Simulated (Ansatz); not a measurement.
A nudged elastic band was laid between two geometries of CH₅BO₃ (10 atoms, charge 0, multiplicity 1).

Computed with RHF/def2-SVP in Ansatz.

```json
{
  "movable images": "5",
  "climbing image": "yes",
  "spring": "5.0 eV/Å²",
  "optimiser": "lbfgs",
  "start path": "IDPP",
  "force threshold": "0.05 eV/Å",
  "iteration limit": "60",
  "end points": "relaxed"
}
```

First end point:

```xyz
10
Properties=species:S:1:pos:R:3
O -1.330 0.697 -0.746
C -0.778 0.065 0.385
B 0.749 -0.255 0.078
O 1.291 0.085 -1.109
O 1.495 -0.872 1.020
H -2.239 0.906 -0.607
H -1.306 -0.864 0.626
H -0.846 0.702 1.275
H 0.657 0.508 -1.672
H 2.389 -1.022 0.752
```

Last end point:

```xyz
10
Properties=species:S:1:pos:R:3
O -1.960 0.328 -0.139
C -0.902 -0.127 0.657
B 0.511 -0.129 -0.060
O 0.622 0.553 -1.231
O 1.544 -0.771 0.538
H -1.630 0.933 -0.784
H -1.136 -1.140 0.994
H -0.815 0.471 1.575
H 1.462 0.565 -1.662
H 2.387 -0.733 0.117
```

Task: Which bonds break or form, and what moves?

Result: No bond is made or broken. The dihedral C2–B3–O4–H9 goes from 0 to 179°.

Task: Give the energies along the band, and the barrier.

Result: The run converged. The highest image is number 4 of 0 to 6, 0.56 eV above the first end and 0.26 eV above the last; the last end lies 0.30 eV above the first. Another band between the same ends (5 images) ends at a top of the same energy, where a vibrational analysis finds 1 clearly imaginary mode.

| image | path coordinate (Å) | energy (eV) | dihedral C2–B3–O4–H9 (°) |
| --- | --- | --- | --- |
| 0 | 0.00 | 0.00 | 0 |
| 1 | 0.52 | 0.07 | -3 |
| 2 | 1.03 | 0.14 | -7 |
| 3 | 1.54 | 0.34 | -41 |
| 4 | 2.04 | 0.56 | -94 |
| 5 | 2.50 | 0.42 | -141 |
| 6 | 2.96 | 0.30 | 179 |

Task: What is the geometry of the highest image?

Result: 
```xyz
10
Properties=species:S:1:pos:R:3
O -1.853 0.159 -0.339
C -0.869 -0.243 0.577
B 0.612 -0.061 0.032
O 0.875 0.841 -0.974
O 1.610 -0.750 0.619
H -1.628 1.014 -0.671
H -1.052 -1.290 0.818
H -0.969 0.297 1.530
H 0.887 0.530 -1.865
H 2.469 -0.549 0.276
```

The band took 59 iterations and roughly 7 core-minutes.

Run time: 7.4 min on 1 thread of Arm Neoverse V1, with other jobs on the host, peak memory 0.17 GiB.
